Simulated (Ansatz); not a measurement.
The cluster Co₃, relaxed as a doublet with UKS PBE0-D4/def2-TZVP in Ansatz, starting from the GFN1-xTB geometry. Force threshold 0.02 eV/Å.

The charge 0 doublet is spin-contaminated (final ⟨S²⟩ up to 3.78, 0.75 for a pure state). The relaxation made no stability test and no search for a lower SCF solution. The structure comes from a short search, and lower isomers may exist.

Start:

Cartesian coordinates in Å:
```
Co 0.7167 1.1333 -0.1691
Co 0.1148 -1.0116 -0.8903
Co -0.8315 -0.1217 1.0594
```

```tsv
step	energy (eV)	largest force component (eV/Å)	SCF passes
1	-112861.0770	1.260	517
2	-112861.1622	0.660	62
3	-112861.2056	0.096	61
4	-112861.2078	0.012	66
5	-112861.2079	0.003	46
```

Force components are those of the run's own axes.

End:

Cartesian coordinates in Å:
```
Co 0.707 1.142 -0.149
Co 0.158 -1.081 -1.000
Co -0.865 -0.062 1.149
```

By distances, no bond broke or formed. The bond that changes most is Co2–Co3, from 2.34 to 2.59 Å (atoms count from 1).

The force fell under the threshold at step 4, but the optimiser went on. No frequencies were taken in this run, so the end may be a saddle point.

Hardware: 4 threads of AMD EPYC 7B13 on a shared host. Wall time 35 s, peak host memory 0.65 GiB.
